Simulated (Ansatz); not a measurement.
`CCB(F)F` + H₂Se → `FB(F)[SeH]` + `CC` at 298.15 K and 1 bar (ligand exchange at a B–C bond).

Program: Ansatz. Geometries: PBE0-D4/def2-TZVP. ΔE: electronic, gas phase. CCSD(T)/CBS adds triple-zeta CCSD(T) − MP2 to the extrapolated MP2 energy (def2 sets, frozen cores). This one scheme is used for every species. For Se outer-core shells are correlated without core-valence functions, which leaves a few kJ/mol of doubt a bond. Scalar relativity is left out up to krypton. Each species was taken in one conformer, which may not be the lowest.

| species | CCSD(T)/CBS energy (Eh) | H − E (kJ/mol) | S (J/(mol·K)) |
| --- | --- | --- | --- |
| `CCB(F)F` | -303.63268 | 215.3 | 324.5 |
| H₂Se | -2401.89790 | 45.8 | 219.1 |
| `FB(F)[SeH]` | -2625.82827 | 61.9 | 301.9 |
| `CC` | -79.71954 | 207.7 | 227.7 |

H − E and S are ideal-gas, rigid-rotor, harmonic terms from PBE0-D4/def2-TZVP, for one conformer and one mirror image of each species. 1 Eh = 2625.50 kJ/mol, R = 8.31446 J/(mol·K).

Question: By hand: ΔE, ΔH, ΔS and ΔG.

Answer: ΔE = (-2625.82827) + (-79.71954) − (-303.63268) − (-2401.89790) = -0.01723 Eh = -45.2 kJ/mol. Δ(H − E) = 61.9 + 207.7 − 215.3 − 45.8 = 8.5, so ΔH = -36.7 kJ/mol. ΔS = 301.9 + 227.7 − 324.5 − 219.1 = -14.0 J/(mol·K). ΔG = -36.7 − 298.15 × (-14.0)/1000 = -32.5 kJ/mol.

Question: By hand: the equilibrium constant, and the temperature at which ΔG would vanish if ΔH and ΔS stayed fixed.

Answer: log₁₀ K = −ΔG/(RT ln 10) = 5.7. ΔG = 0 at ΔH/ΔS = 2621 K, far beyond where these terms or the molecules hold.

The number of gas molecules stays the same, so ΔS is small and ΔH decides. A doubt of 5 kJ/mol in ΔE shifts log₁₀ K by 0.9 here. Other conformers and mirror images would add mixing entropy, several J/(mol·K) or more a flexible species. Modes under 60 cm⁻¹, often nearly free rotors, make the harmonic entropy too high. These are equilibria of isolated gas molecules and say nothing of rates. Largest T1 diagnostic: 0.012 (customary marks: 0.02 for closed shells, 0.045 for open ones).
